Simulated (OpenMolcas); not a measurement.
Ir3+ among 4 point charges of -2 e arranged as a tetrahedron (Td).

```json
{
 "Program": "OpenMolcas 26.06",
 "Method": "CASSCF",
 "Basis": "ANO-RCC-VDZP [7s6p4d2f]",
 "Scalar Hamiltonian": "DKH2, point nucleus",
 "Active space": "6 electrons in 5 orbitals (5d)",
 "State averaging": "2S+1 = 5 even, 5 roots; 2S+1 = 3 even, 45 roots; 2S+1 = 1 even, 50 roots",
 "Spin-orbit coupling": "state interaction with AMFI integrals over the reference wave functions"
}
```

All point charges move together. At R = 2.04 Å the first state of the same spin is 3707 cm-1, and at R = 2.13 Å it is 3192 cm-1.

Question: A third run gives 4357 cm-1. What distance was it run at?

Answer: With a power law R^-n the two known points give n = -ln(3192 / 3707) / ln(2.13 / 2.04) = 3.46. Then R = 2.04 × (3707 / 4357)^(1/3.46) = 1.947 Å. The run was at 1.94 Å, so the estimate is off by +0.007 Å.

An orbital doublet at a regular site is open to a Jahn-Teller distortion, which this geometry leaves out. Without dynamic correlation the repulsion within the d shell is too large (B by tens of per cent), so at a given field states of lower spin stand too high. Point charges give a weaker field than real ligands, and real ions of this kind are as a rule low spin; the high spin found here belongs to the model. The ground term spreads over less than 5000 cm-1, several times less than with real ligands, so orbital moments are less quenched and χT lies further from the spin-only value than at real sites. Spin-orbit coupling mixes the spin-free states strongly: the lowest level takes only 67 % from its leading state, 5E (figures for R = 1.94; the like holds for R = 2.04, R = 2.13). This is an electrostatic model: the charges have no orbitals. No measured value stands beside these numbers.
